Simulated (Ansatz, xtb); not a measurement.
# Relative energy of two isomers of C4H6B2Se

Structure X is `Bc1ccc(B)[se]1`, a singlet and structure Y is `Bc1c[se]c(B)c1`, a singlet. Both are isolated molecules in the gas phase, relaxed with B3LYP/def2-SVP; the shapes shown needn't be the lowest conformers.

X (Å):

```yaml
atoms:
  - { symbol: C, position_ang: [-1.5107, -0.4457, 0.0522] }
  - { symbol: C, position_ang: [-1.5200, 0.1787, 1.3030] }
  - { symbol: C, position_ang: [-0.2903, 0.7127, 1.7363] }
  - { symbol: C, position_ang: [0.7894, 0.5531, 0.8627] }
  - { symbol: B, position_ang: [-2.6813, -1.1114, -0.6744] }
  - { symbol: B, position_ang: [2.2327, 1.0226, 1.0571] }
  - { symbol: Se, position_ang: [0.2186, -0.3633, -0.6726] }
  - { symbol: H, position_ang: [-3.7671, -1.1269, -0.1468] }
  - { symbol: H, position_ang: [-2.5364, -1.6177, -1.7594] }
  - { symbol: H, position_ang: [-2.4370, 0.2390, 1.8949] }
  - { symbol: H, position_ang: [-0.1679, 1.2245, 2.6944] }
  - { symbol: H, position_ang: [3.0743, 0.8186, 0.2178] }
  - { symbol: H, position_ang: [2.5281, 1.6073, 2.0713] }
```

Y (Å):

```yaml
atoms:
  - { symbol: C, position_ang: [-1.5331, 0.1818, 0.5499] }
  - { symbol: C, position_ang: [-1.6429, -0.3898, 1.8197] }
  - { symbol: C, position_ang: [0.8215, -0.0618, 1.0400] }
  - { symbol: C, position_ang: [-0.1632, 0.3463, 0.1555] }
  - { symbol: B, position_ang: [-2.7553, 0.5740, -0.2947] }
  - { symbol: B, position_ang: [2.3330, 0.0020, 0.8705] }
  - { symbol: Se, position_ang: [-0.0175, -0.7584, 2.6023] }
  - { symbol: H, position_ang: [-2.6088, 1.0646, -1.3880] }
  - { symbol: H, position_ang: [-3.8708, 0.3930, 0.1301] }
  - { symbol: H, position_ang: [-2.5807, -0.6114, 2.3323] }
  - { symbol: H, position_ang: [3.0830, -0.3924, 1.7298] }
  - { symbol: H, position_ang: [2.7833, 0.4596, -0.1521] }
  - { symbol: H, position_ang: [0.1054, 0.7803, -0.8119] }
```

Energies in hartree; the thermal terms are from GFN2-xTB frequencies at re-optimised GFN2-xTB minima (ideal gas, soft modes damped towards free rotors, one conformer each, 298.15 K, 1 atm) and include the zero-point energy:

```
                               X            Y
E, CCSD(T)/def2-SVP  −2604.692675  −2604.689651
    E, MP2/def2-SVP  −2604.610406  −2604.605346
  E, MP2/def2-TZVPP  −2605.314405  −2605.309171
  zero-point energy      0.084646      0.084529
       H(298 K) − E      0.093641      0.093458
       G(298 K) − E      0.052718      0.051990
```

Task: Correct the CCSD(T) difference for the basis set by the MP2 change, then work out ΔE, ΔE₀, ΔH and ΔG for X → Y in kcal/mol (1 Eh = 627.51 kcal/mol) and the equilibrium ratio [Y]/[X].

Result: 1. Differences Y − X: CCSD(T) +0.003024, MP2 in the small set +0.005060, MP2 in the large set +0.005234 Eh.
2. ΔE = +0.003024 + (+0.005234 − (+0.005060)) = +0.003198 Eh = +2.01 kcal/mol.
3. ΔE₀ = ΔE + ΔZPE = +0.003198 + (−0.000117) Eh = +1.93 kcal/mol.
4. ΔH = ΔE + (−0.000183) Eh = +1.89 kcal/mol.
5. ΔG = ΔE + (−0.000728) Eh = +1.55 kcal/mol, so ΔS = (ΔH − ΔG)/T = +4.8 J/(mol K).
6. kT = 0.9442 mEh, so K = [Y]/[X] = exp(−ΔG/kT) = exp(−2.62) ≈ 0.073.

Structure X is favoured at this temperature. An error of 1 kcal/mol in ΔG would change K by a factor of 5.4. HF/def2-SVP found them nearly level. HF/STO-3G gave ΔE the other sign. Mirror images and further conformers aren't counted.

As drawn, both hold the same kinds of bond in the same numbers.

Other levels gave ΔE = +0.7 (GFN2-xTB); −0.8 (HF/STO-3G, GFN2-xTB geometries); +2.5 (r2SCAN-D4/def2-SVP, GFN2-xTB geometries); +2.1 (B3LYP/def2-SVP); +0.4 (HF/def2-SVP); +3.2 (MP2/def2-SVP); +1.9 (CCSD(T)/def2-SVP) kcal/mol. The correlated steps freeze 15 core orbitals; the filled d shell of Se is correlated, in a basis made for valence electrons. Programs: Ansatz 0.2.0, xtb 6.7.1.
